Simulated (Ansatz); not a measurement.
Si(SiH3)4 (Si5H12), relaxed as a singlet with RKS r2SCAN-D4/def2-SVP in Ansatz, starting from the GFN2-xTB geometry. Force threshold 0.02 eV/Å.

Start:

```xyz
17

Si    0.001    0.002    0.005
Si    1.884    0.475   -1.312
Si   -1.415    1.869    0.056
Si    0.691   -0.529    2.182
Si   -1.158   -1.813   -0.922
H     1.527    1.026   -2.621
H     2.696   -0.716   -1.575
H     2.778    1.451   -0.685
H    -2.567    1.670    0.939
H    -1.960    2.186   -1.266
H    -0.740    3.080    0.526
H     1.549   -1.716    2.223
H    -0.435   -0.804    3.078
H     1.457    0.553    2.805
H    -1.391   -1.648   -2.359
H    -2.476   -2.006   -0.312
H    -0.442   -3.080   -0.763
```

Problem. Estimate the energy that the relaxation releases and the steps that it takes.

Solution. 17.1 kJ/mol, in 8 steps; 24 s on 4 threads of Arm Neoverse V2 on a shared host. The force fell under the threshold at step 4, but the optimiser went on. No frequencies were taken in this run, so the end may be a saddle point.

Problem. Does the start keep its bonding?

Solution. By distances, no bond broke or formed. The bond that changes most is Si3–H11, from 1.46 to 1.50 Å (atoms count from 1).

Problem. Predict the relaxed structure.

Solution. 
```xyz
17

Si    0.000   -0.001    0.000
Si    1.891    0.455   -1.311
Si   -1.389    1.890    0.051
Si    0.672   -0.536    2.183
Si   -1.175   -1.809   -0.924
H     1.481    0.824   -2.701
H     2.777   -0.749   -1.375
H     2.666    1.590   -0.722
H    -2.589    1.626    0.903
H    -1.847    2.233   -1.330
H    -0.649    3.060    0.616
H     1.579   -1.725    2.167
H    -0.519   -0.853    3.029
H     1.403    0.615    2.795
H    -1.588   -1.494   -2.326
H    -2.399   -2.096   -0.115
H    -0.312   -3.031   -0.940
```
Bond lengths: 4 × Si–Si 2.35 Å; 12 × H–Si 1.50 Å.
